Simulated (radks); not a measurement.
Values are calculated unless marked as measured or tabulated.
Species: Pb31+. Configuration: [Kr] 4d10 4f5 (the NIST ground configuration).

Level of theory: Dirac Kohn-Sham, BLYP, spin-unpolarised, spherical densities, finite nucleus; open shells fill j = l - 1/2 first; Fermi nuclear charge, rms radius 5.5012 fm (a radial shooting solver on a logarithmic mesh with Libxc functionals).

Energy parts (hartree):
| part | energy |
|---|---|
| total | -20438.7996 |
| kinetic | 23842.3638 |
| electron-nucleus | -49621.3847 |
| Hartree | 5687.5552 |
| exchange-correlation | -347.3339 |

Orbitals (lengths in bohr, moments of r in powers of bohr; r(90%) holds 90 % of the orbital's charge):
orbital,occ.,eigenvalue (hartree),r(90%)
1s1/2,2,-3271.525,0.0294
2s1/2,2,-617.7930,0.105
2p1/2,2,-595.1501,0.0918
2p3/2,4,-514.6801,0.104
3s1/2,2,-178.6870,0.255
3p1/2,2,-168.4593,0.247
3p3/2,4,-150.3870,0.269
3d3/2,4,-133.5322,0.243
3d5/2,6,-129.6858,0.249
4s1/2,2,-68.51862,0.526
4p1/2,2,-64.04737,0.530
4p3/2,4,-59.06327,0.568
4d3/2,4,-51.77849,0.573
4d5/2,6,-50.78066,0.584
4f5/2,5,-41.61467,0.571
4f7/2,0,-41.34866,0.575

The highest occupied level is 4f5/2 at -1132.4 eV. Summed over all electrons, <r^2> = 4.544 bohr^2, which gives a Langevin (diamagnetic) susceptibility term of -3.6 x 10^-6 cm^3/mol.
